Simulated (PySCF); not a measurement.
**How methods differ on the excitation energy of Tl²⁺**

Tl²⁺ [Xe] 4f14 5d10 6s1 (2S) → Tl²⁺ [Xe] 4f14 5d9 6s1 6p1 (high-spin determinant), as a difference of total energies. All numbers are calculated (PySCF 2.14, a scalar-relativistic core potential, in aug-cc-pVTZ-PP with ECP60MDF (6s5p4d2f, 55 functions)). The calculations carry no spin-orbit coupling.

```csv
method,excitation energy (eV)
UHF,16.181
LDA,17.266
PBE,17.155
PBE0,17.114
r2SCAN,17.108
r2SCAN0,17.057
wB97M-V,17.104
LC-wPBE,16.798
PW91,17.152
```

The determinant of the upper state mixes LS terms, which raises its energy above the lowest term, most at the Hartree-Fock and MP2 levels.
